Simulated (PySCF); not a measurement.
Electron correlation in Te⁺ (tellurium, charge +1)

Starting occupation: [Kr] 4d10 5s2 5p3, 5p1/2 with m_j = -1/2, +1/2, 5p3/2 with m_j = +3/2. Calculation: PySCF 2.14, in x2c-SVPall-2c; X2C-1e with screened-nucleus spin-orbit coupling, Gaussian nucleus. Frozen: [Ar] 3d10; 23 electrons correlated; the 6 highest virtual spinors left out.

MP2 pair energies summed by pair of shells (mhartree):

```csv
pair,energy,share (%)
5p-5s,-28.41,28.2
4d-4p,-16.93,16.8
4d-4d,-12.18,12.1
5p-5p,-10.95,10.9
4p-4p,-9.74,9.7
4d-5p,-7.54,7.5
5s-5s,-5.16,5.1
4d-5s,-3.63,3.6
4p-5p,-1.80,1.8
4d-4s,-1.73,1.7
4p-5s,-1.03,1.0
4p-4s,-0.90,0.9
4s-4s,-0.41,0.4
4s-5s,-0.20,0.2
4s-5p,-0.12,0.1
```

Total MP2 correlation energy: -100.73 mhartree.

The GHF reference relaxed away from the jj start to a determinant that is no pure jj level (⟨S²⟩ = 3.65, ⟨J²⟩ = 3.75); the energies belong to that determinant.

This basis was not built for core-valence correlation, so the inner-shell part is incomplete.
